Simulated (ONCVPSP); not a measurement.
## Plane-wave convergence, ONCV potential for Ti (Z = 22)

```json
{
 "Element": "titanium (Ti)",
 "Generator": "ONCVPSP 4.0.1",
 "Type": "optimised norm-conserving Vanderbilt (ONCV)",
 "Functional": "PBE",
 "Relativity": "non-relativistic",
 "Frozen core": "[Ne]",
 "Valence charge": "12",
 "Reference configuration": "3s2 3p6 3d2 4s2",
 "Partial waves": "3s+4s: rc 1.50 bohr, ncon 5, nbas 8, qcut 7.6 1/bohr, 2 projectors; 3p: rc 1.40 bohr, ncon 5, nbas 8, qcut 11.2 1/bohr, 2 projectors, debl 2.5 Ha; 3d: rc 2.35 bohr, ncon 4, nbas 9, qcut 7.7 1/bohr, 2 projectors, debl 1.9 Ha",
 "Local potential": "polynomial inside 1.00 bohr (lpopt 5, dvloc0 6 Ha)",
 "Core correction": "none"
}
```

**Question.** For each optimised wave give the share of its norm inside rc, the residual kinetic energy above qcut (Ha) and the cutoffs (Ha) for errors of 10, 1, 0.1 and 0.01 mHa per electron.

**Answer.**

```csv
wave,norm inside rc,residual KE,10 mHa,1 mHa,0.1 mHa,0.01 mHa
3s,0.896,1.6e-04,18.9,24.7,37.4,72.8
4s,0.035,3.6e-05,11.2,20.6,26.5,42.2
3p,0.790,4.9e-07,14.5,35.0,46.2,53.9
p projector 2,0.053,1.4e-07,12.4,17.7,40.4,50.3
3d,0.827,5.9e-08,16.0,19.6,22.6,25.0
d projector 2,0.305,1.5e-06,18.7,22.5,25.4,27.7
```

The occupied waves need 35 Ha and 46 Ha for 1 and 0.1 mHa.
